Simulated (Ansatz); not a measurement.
Program: Ansatz. Geometries: PBE0-D4/def2-TZVP. ΔE: electronic, gas phase. CCSD(T)/CBS adds triple-zeta CCSD(T) − MP2 to the extrapolated MP2 energy (def2 sets, frozen cores). DFT in def2-TZVPP. B3LYP here is the variant with VWN-RPA as its local correlation; programs differ in this. Each species was taken in one conformer, which may not be the lowest.

`CN(C)[Si]Cl` + `C[SiH](O)O` → `C[Si]Cl` + `CN(C)[SiH](O)O`  (redistribution)

Problem. Is it downhill or uphill in electronic energy at CCSD(T)/CBS, and by how much? (An estimate is asked.)

Solution. Computed: Uphill: ΔE = +0.71 eV.

Problem. What do these levels give: PBE-D4, B3LYP-D4, ωB97X-V, HF/def2-TZVPP, CCSD/def2-TZVPP, CCSD(T)/def2-TZVPP, HF/def2-QZVPP, MP2/def2-QZVPP, SCS-MP2/def2-QZVPP, HF/CBS(def2), MP2/CBS(def2), CCSD/CBS(def2)? (Best estimate.)

Solution. Ansatz gave: PBE-D4 0.77, B3LYP-D4 0.72, ωB97X-V 0.69, HF/def2-TZVPP 0.58, CCSD/def2-TZVPP 0.67, CCSD(T)/def2-TZVPP 0.71, HF/def2-QZVPP 0.58, MP2/def2-QZVPP 0.77, SCS-MP2/def2-QZVPP 0.74, HF/CBS(def2) 0.58, MP2/CBS(def2) 0.77, CCSD/CBS(def2) 0.67 eV.

Largest T1 diagnostic among the species: 0.013.

In def2-TZVPP, CCSD(T) changes the Hartree–Fock value by +0.12 eV (the triples alone add +0.04 eV) and MP2 by +0.18 eV. From PBE to PBE0 (25 % exact exchange), in def2-TZVPP and without D4, ΔE moves by −0.05 eV.
